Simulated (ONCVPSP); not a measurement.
**What one change does to a pseudopotential (platinum, ONCV)**

- Element: Pt (Z = 78)
- Generator: ONCVPSP 4.0.1
- Type: optimised norm-conserving Vanderbilt (ONCV)
- Functional: LDA (Perdew-Zunger)
- Relativity: scalar-relativistic
- Frozen core: [Kr] 4d10
- Valence charge: 32
- Reference configuration: 4f14 5s2 5p6 5d9 6s0.75 6p0.25
- Partial waves: 5s+6s: rc 1.80 bohr, ncon 4, nbas 7, qcut 5.2 1/bohr, 2 projectors; 5p+6p: rc 1.65 bohr, ncon 4, nbas 8, qcut 7 1/bohr, 2 projectors; 5d: rc 1.85 bohr, ncon 5, nbas 9, qcut 6.7 1/bohr, 2 projectors, debl 1.8 Ha; 4f: rc 1.00 bohr, ncon 3, nbas 8, qcut 18.7 1/bohr, 2 projectors, debl 1.1 Ha
- Local potential: polynomial inside 0.95 bohr (lpopt 3, dvloc0 2 Ha)
- Core correction: Teter function, fcfact 2.25, rcfact 1.5

In the f channel the program set the typed energies aside and used -2.611, 0.250 Ha.

Change: s: ncon 3, nbas 6.

Cutoffs: the cutoffs (Ha) at which the residual kinetic energy of the hardest occupied pseudo-wave falls to 1 and 0.1 mHa per electron; they do not see the model core or the augmentation charge, which bear on the density cutoff. Errors are all-electron minus pseudo energies relative to the spin-unpolarised reference configuration.

Question: How do hardness, ghosts and transferability respond?

Answer: The potential gets neither clearly harder nor softer (145 Ha and 157 Ha → 145 Ha and 157 Ha); the f channel sets the loose cutoff, while the largest relative change is in s, which becomes softer; the errors of the 3 common tests hardly move; neither file shows a bound ghost.

| quantity | base | changed |
| --- | --- | --- |
| cutoff, loose | 145 Ha | 145 Ha |
| cutoff, tight | 157 Ha | 157 Ha |
| loose cutoff by channel | s 11 Ha, p 14 Ha, d 19 Ha, f 145 Ha | s 8.6 Ha, p 14 Ha, d 19 Ha, f 145 Ha |
| bound ghosts | none | none |
| GHOST(+) flags under 300 eV | s at 81.4 eV | s at 74.6 eV |
| tests with a reliable result | 3 of 4 | 3 of 4 |
| error for 4f14 5s2 5p6 5d9 6s1 6p0, meV [ΔE -1.26 eV] | +0.3 | +0.3 |
| error for 4f14 5s2 5p6 5d9 6s0 6p0, meV [ΔE 8.29 eV] | -4.9 | -4.7 |
| error for 4f14 5s2 5p6 5d9.5 6s0.5 6p0, meV [ΔE -1.34 eV] | -1.9 | -1.8 |
| s: phases at 1.83 bohr within 0.05 rad from the reference energy up to (Ha; the scan ends near 5) | 2.7 | 2.3 |
| p: phases at 1.67 bohr within 0.05 rad from the reference energy up to (Ha; the scan ends near 5) | to the end of the scan | to the end of the scan |
| d: phases at 1.88 bohr within 0.05 rad from the reference energy up to (Ha; the scan ends near 5) | to the end of the scan | to the end of the scan |
| f: phases at 1.01 bohr within 0.05 rad from the reference energy up to (Ha; the scan ends near 5) | to the end of the scan | to the end of the scan |
| rms error of d²Exc/dni dnj with the model core, mHa | 2.83 | 2.89 |
